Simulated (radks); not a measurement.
Ho3+, configuration [Xe] 4f10.

All-electron calculation, Dirac Kohn-Sham, exchange-only LDA, spin-unpolarised, spherical densities, finite nucleus; open shells fill j = l - 1/2 first; Fermi nuclear charge, rms radius 5.2022 fm. Program: a radial shooting solver on a logarithmic mesh with Libxc functionals.

Energy parts (eV):
total: -343161.88
kinetic: 377568.69
electron-nucleus: -846029.57
Hartree: 132261.77
exchange: -6962.76

Orbitals (lengths in bohr, moments of r in powers of bohr; <r^-3> diverges for s and p1/2; r(90%) holds 90 % of the orbital's charge):
orbital  occ.  eigenvalue (eV)  <r^-3>  r(90%)      <r>      <r^2>
1s1/2       2        -55402.36       -  0.0376  0.02076  0.0005891
2s1/2       2        -9288.751       -   0.136  0.08760   0.009123
2p1/2       2        -8846.581       -   0.120  0.07293   0.006587
2p3/2       4        -7990.750   11580   0.130  0.08009   0.007809
3s1/2       2        -2098.484       -   0.338   0.2297    0.06043
3p1/2       2        -1904.316       -   0.330   0.2193    0.05597
3p3/2       4        -1725.672    2505   0.348   0.2329    0.06289
3d3/2       4        -1391.058   425.4   0.320   0.2055    0.04967
3d5/2       6        -1351.995   373.5   0.326   0.2097    0.05159
4s1/2       2        -438.9998       -   0.746   0.5187     0.3041
4p1/2       2        -361.8646       -   0.769   0.5281     0.3178
4p3/2       4        -321.4962   566.2   0.814   0.5593     0.3562
4d3/2       4        -194.1135   82.27   0.886   0.5888     0.4028
4d5/2       6        -186.7692   71.01   0.902   0.5998     0.4178
4f5/2       6         -34.0529   10.67    1.34   0.7822     0.7962
4f7/2       4         -33.0064   10.23    1.36   0.7947     0.8241
5s1/2       2         -78.5489       -    1.81    1.253      1.766
5p1/2       2         -57.0149       -    2.04    1.395      2.204
5p3/2       4         -51.4759   76.62    2.18    1.490      2.512
5d3/2       0         -24.0769   5.681    3.17    2.096      5.067
5d5/2       0         -23.5809   4.860    3.23    2.137      5.263
5f5/2       0          -8.5321  0.1829    7.46    5.001      28.45
5f7/2       0          -8.5146  0.1854    7.48    5.020      28.65
6s1/2       0         -22.4575       -    4.28    3.011      10.11
6p1/2       0         -17.4068       -    5.00    3.494      13.66
6p3/2       0         -16.4777   13.23    5.25    3.673      15.09

The highest occupied level is 4f7/2 at -33.006 eV. For comparison, the ionisation energy in NIST's Atomic Spectra Database is 42.5 eV (semi-empirical). In exact Kohn-Sham theory the highest level is minus the ionisation energy, but local and semilocal functionals leave it too shallow, through self-interaction and a potential that decays too fast; potentials with the right tail come closer.

Beside tabulated values, note that spin-unpolarised runs miss the spin-polarisation part of the exchange energy of open shells.
